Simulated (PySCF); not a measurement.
**BeCl⁻: frontier orbitals**

BHandHLYP at R = 1.948 Å; Be aug-cc-pVDZ-DK, Cl aug-cc-pVDZ-DK; spin-free X2C with a Gaussian nucleus (PySCF 2.14). State: ¹Σ⁺ (singlet), closed shell. Only the outer orbitals are listed, counted within each symmetry.

```
orbital  occ.  ε (eV)  on Be (%)   main shells (%)
     5σ     2  -19.91          4           96 Cl s
     6σ     2   -7.16         22  77 Cl p, 13 Be s
     2π     2   -5.51          3           97 Cl p
     2π     2   -5.51          3           97 Cl p
     7σ     2   -0.29         97  77 Be s, 20 Be p
     3π     0    2.56        105          105 Be p
     3π     0    2.56        105          105 Be p
     8σ     0    2.61        100          102 Be p
```

**Question.** Which are the highest filled and the lowest empty level, where do they sit, and how wide is the gap?

**Answer.** Highest filled 7σ at -0.29 eV (in %: 77 Be s, 20 Be p); lowest empty 3π at 2.56 eV (in %: 105 Be p); the gap at BHandHLYP is 2.85 eV. An empty level above zero is unbound, and its energy depends on the basis.

| Quantity | Value |
| --- | --- |
| bond order (Mayer) | 0.86 |
| ⟨S²⟩ | 0.000 |
| charge on Be (Mulliken, basis-dependent) | -0.57 |
| charge on Be (Löwdin, basis-dependent) | -0.67 |
| dipole moment (positive dipole points towards Cl; it is taken about the centre of mass and depends on that origin) | 7.12 D |

Shares are Mulliken populations and can fall outside 0 to 100 %.
